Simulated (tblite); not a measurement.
C11H7F.
SMILES with atom numbers: `[CH:1]#[C:2][C@@H:3]1[C@H:4]2[CH:5]=[CH:6][C@:7]1([C:8]#[CH:9])[CH:10]=[C:11]2[F:12]` (hydrogens: H13 on C1; H14 on C3; H15 on C4; H16 on C5; H17 on C6; H18 on C9; H19 on C10)

Computed geometry: GFN2-xTB, gas phase.

Task: List the bond lengths, angles and torsions at this level.

Result: 
| bond | length (pm) |
| --- | --- |
| C1≡C2 | 119.7 |
| C2–C3 | 144.2 |
| C3–C4 | 155.1 |
| C4–C5 | 152.2 |
| C5=C6 | 132.4 |
| C6–C7 | 153.2 |
| C7–C8 | 143.6 |
| C8≡C9 | 119.7 |
| C7–C10 | 153.0 |
| C10=C11 | 132.4 |
| C11–F12 | 133.6 |
| C3–C7 | 156.5 |
| C4–C11 | 151.8 |
| C1–H13 | 104.9 |
| C3–H14 | 109.4 |
| C4–H15 | 108.6 |
| C5–H16 | 107.3 |
| C6–H17 | 107.3 |
| C9–H18 | 104.9 |
| C10–H19 | 107.1 |

A selection of angles:
| angle | degrees |
| --- | --- |
| C1–C2–C3 | 179.8 |
| C2–C3–C4 | 115.0 |
| C2–C3–C7 | 114.8 |
| C4–C3–C7 | 91.9 |
| C3–C4–C5 | 98.8 |
| C3–C4–C11 | 98.1 |
| C5–C4–C11 | 105.4 |
| C4–C5–C6 | 107.4 |
| C5–C6–C7 | 107.5 |
| C6–C7–C8 | 116.6 |
| C6–C7–C10 | 105.8 |
| C8–C7–C10 | 116.2 |
| C3–C7–C6 | 98.1 |
| C3–C7–C8 | 117.9 |
| C3–C7–C10 | 99.3 |
| C7–C8–C9 | 179.4 |
| C7–C10–C11 | 105.5 |
| C10–C11–F12 | 128.9 |
| C4–C11–C10 | 109.5 |
| C4–C11–F12 | 121.6 |

Dihedral angles: C2–C3–C4–C5 -173° (antiperiplanar); C3–C4–C5–C6 36° (synclinal); C4–C5–C6–C7 0° (synperiplanar); C5–C6–C7–C8 -163° (antiperiplanar); C6–C7–C10–C11 -66° (synclinal); C7–C10–C11–F12 177° (antiperiplanar); C2–C3–C7–C6 173° (antiperiplanar); C3–C4–C11–C10 -36° (synclinal).

The 5-membered ring C3–C4–C5–C6–C7 has internal angles of 91.9° to 107.5° (sum 504°, against 540° for a flat polygon); it is puckered, 0.27 Å rms from its mean plane, widest ring torsion 54°. The 12 C–C bonds span 1.197 Å (C1≡C2, drawn triple) to 1.565 Å (C3–C7, drawn single), a spread of 0.368 Å. The 5-membered ring C3–C4–C11–C10–C7 has internal angles of 91.9° to 109.5° (sum 504°, against 540° for a flat polygon); it is puckered, 0.27 Å rms from its mean plane, widest ring torsion 54°.

Point group: C1 (no symmetry element, even within 0.4 Å). Its GFN2-xTB frequencies are all real (lowest 86 cm⁻¹).

The run took 0.34 s on an Arm Neoverse V1 with one thread, on a shared host. This is the geometry optimisation.
